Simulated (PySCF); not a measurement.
Excited states of Ni(24+) (nickel, charge +24)

Ground state [He] 2s2, ¹S. Computed with PySCF 2.14 in an uncontracted even-tempered set (19 s from 1.04 bohr⁻², ratio 2.5; 10 p from 1.37 bohr⁻², ratio 2.7; 8 d from 1.52 bohr⁻², ratio 2.7; 4 f from 45 bohr⁻², ratio 2.7), with scalar relativity by spin-free X2C-1e. Vertical excitation energies in eV without spin-orbit coupling; excited terms of each kind are numbered among those the solver found. Frozen: nothing.

```
 term  leading excitation  EOM-EE-CCSD
1 3P°              2s → p       61.256
1 1P°              2s → p       103.42
```

Only the lower part of the computed list is shown. Doubly excited terms such as np² are absent. The solver can miss terms. The 12 highest virtual orbitals were dropped.
